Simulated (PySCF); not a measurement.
Cost of one run: geometry optimisation, `Cl/C=C/Br`.

Method: PBE0-D3(BJ)/def2-SVP geometry optimisation, gas phase (PySCF 2.14.0). Work: geometry optimisation from a GFN2-xTB start, density fitting. A driver script takes a list of jobs; this job's settings line and coordinates (Å) are shown.

Input:
```
{"job": {"xc": "PBE0", "basis": "def2-SVP", "d3": "d3bj", "grid": 1, "kind": "geom"}, "charge": 0, "multiplicity": 1}
Cl    -2.145116     0.297889    -0.001211
C     -0.566289    -0.368169     0.002859
C      0.511875     0.397370    -0.010387
Br     2.236088    -0.352759    -0.005470
H     -0.530100    -1.446829     0.016251
H      0.496664     1.474489    -0.023617
```

Hardware: one thread, Arm Neoverse V1, on a shared host.

Problem. How large is the basis?

Solution. 88 functions.

Problem. Which is nearest to the wall time?
A. 1.8 s
B. 14 s
C. 14 min
D. 1.9 min

Solution. B. The run took 14 s. The run took 5 energy-and-gradient evaluations and 30 SCF cycles, 2.8 s an evaluation on average.

Problem. At this speed, how long would 100 such jobs take on 96 cores, one job a core?

Solution. 100/96 gives 2 rounds of 14 s, about 28 s of wall time and 0.39 core-hours, if the jobs don't slow each other.

The output:
```
step   0  E = -3110.68766418  max force = 0.013561
step   1  E = -3110.68807948  max force = 0.002565
step   2  E = -3110.68808242  max force = 0.001090
step   3  E = -3110.68808998  max force = 0.000525
step   4  E = -3110.68809069  max force = 0.000102
optimisation converged
```

Energies in Eh; «max force» is the largest Cartesian gradient component in Eh/bohr.

Times come from a shared host and carry two figures at best.

The run converged: final energy -3110.68809 Eh after 4 steps; dipole 0.07 D.
